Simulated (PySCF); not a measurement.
Trend along group 13: MBr cations

PBE0 with double-zeta basis sets in PySCF, for the lowest determinant that a PBE0 search found; no spin–orbit coupling. De refers to high-spin ground-configuration atoms (the charge goes to the atom of lower measured ionisation energy or higher electron affinity, which is not always the lowest computed limit). A positive dipole points towards Br; it is taken about the centre of mass and depends on that origin.

```json
{"M": "B", "basis": "pcseg-1", "charged atom": "B+", "state (unpaired electrons)": "doublet (σ ↑)", "Re (Å)": "1.754", "ωe (cm⁻¹)": "953", "De (eV)": "3.57", "μ (D)": "-3.47"}
{"M": "Al", "basis": "pcseg-1", "charged atom": "Al+", "state (unpaired electrons)": "doublet (σ ↑)", "Re (Å)": "2.196", "ωe (cm⁻¹)": "456", "De (eV)": "1.62", "μ (D)": "-7.21"}
{"M": "Ga", "basis": "cc-pVDZ-PP", "charged atom": "Ga+", "state (unpaired electrons)": "doublet (σ ↑)", "Re (Å)": "2.281", "ωe (cm⁻¹)": "265", "De (eV)": "0.67", "μ (D)": "-4.42"}
{"M": "Tl", "basis": "def2-SVP", "charged atom": "Tl+", "state (unpaired electrons)": "doublet (π ↑)", "Re (Å)": "3.286", "ωe (cm⁻¹)": "75.6", "De (eV)": "n/a", "μ (D)": "-1.96"}
```

The shortest bond is that of BBr⁺ (1.754 Å), the longest that of TlBr⁺ (3.286 Å).

The rows differ in basis set, which adds steps of its own.

The state changes along the series, so neighbouring rows are not always alike in their bonding.

Spin–orbit coupling is left out, which matters for elements this heavy, above all for dissociation energies. For an ion De counts to the pair picked by the measured ionisation energies or electron affinities, which need not be the lowest pair at this level. States were picked by a PBE0 search and need not be the measured ground states.
